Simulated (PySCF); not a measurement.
**How methods differ on the ionisation energy of Pd³⁺**

Pd³⁺ [Kr] 4d7 [4d3/2^4 4d5/2^3, M_J = 9/2] → Pd⁴⁺ [Kr] 4d6 [4d3/2^4 4d5/2^2, M_J = 4], as a difference of total energies. Calculation: PySCF 2.14, in x2c-QZVPPall-2c (13s12p9d4f2g, 140 functions); the two-component X2C-1e Hamiltonian. Correlated levels: [Ar] 3d10 frozen; the 32 highest virtual spinors dropped. "Screened" scales the spin-orbit matrix elements by Boettger's factors to mimic the two-electron term; Breit and QED terms are absent.

```json
{"method": "GHF (spin-free)", "ionisation energy (eV)": "46.117"}
{"method": "GMP2 (spin-free)", "ionisation energy (eV)": "47.573"}
{"method": "GHF (screened spin-orbit)", "ionisation energy (eV)": "46.192"}
{"method": "GMP2 (screened spin-orbit)", "ionisation energy (eV)": "47.651"}
```

Problem. How much does correlation contribute at GMP2 (screened spin-orbit)?

Solution. 47.651 − (46.192) = 1.459 eV, measured against GHF (screened spin-orbit).

The spin-free rows relax to the high-spin LS determinant and lack the spin-orbit shift.

The labels give the starting determinants; with spin-orbit coupling the two ends relaxed to ⟨J²⟩ = 24.76, ⟨L²⟩ = 12.22, ⟨S²⟩ = 3.69 and ⟨J²⟩ = 20.01, ⟨L²⟩ = 6.14, ⟨S²⟩ = 5.94.

For comparison: 46 ± 1.7 eV (theoretical estimate listed by NIST; NIST Atomic Spectra Database, ionization energies).
